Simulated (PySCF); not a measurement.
Species: GeH₆O₂Si.
SMILES with atom numbers: `[OH:1][SiH:2]([OH:3])[GeH3:4]` (hydrogens: H5 on O1; H6 on Si2; H7 on O3; H8, H9, H10 on Ge4)

Method: MP2 and CCSD/aug-cc-pVDZ in PySCF, restricted Hartree–Fock reference, frozen core, non-relativistic, gas phase, PBE0-D3(BJ)/def2-SVP geometry.

E(HF) = -2517.59389 Eh.

(1) How large is the problem?

(2) What are the MP2 and CCSD correlation energies?

(3) What is the T1 diagnostic?

(4) How does correlation change the dipole moment?

Answers

(1) 163 basis functions and 68 electrons; 16 orbitals frozen, which leaves o = 18 correlated occupied and v = 129 virtual orbitals. That is o·v = 2322 singles and o·v(o·v + 1)/2 = 2697003 distinct closed-shell doubles amplitudes before symmetry; the costliest CCSD step grows as o²v⁴ = 9.0 × 10^10.

(2) MP2 -0.6380 Eh and CCSD -0.6811 Eh, which gives totals of -2518.23188 and -2518.27499 Eh. That is 0.515 eV for each correlated electron at CCSD (1788 kJ/mol in all, 0.027 % of the total energy); MP2 gives 93.7 % of the CCSD value.

(3) 0.0123, below the customary warning level of 0.02. It is the norm of the spatial-orbital singles amplitudes over the root of the number of correlated electrons, so the norm is 0.074.

(4) HF gives 2.31 D and CCSD (unrelaxed density) 2.12 D, a change of -0.19 D.

Connected triples and the basis-set limit are missing.

Shape of the structure used: `[OH:1][SiH:2]([OH:3])[GeH3:4]`: H–O1–Si2–O3 -48°, H–O3–Si2–O1 146°.

One conformer stands for the species.
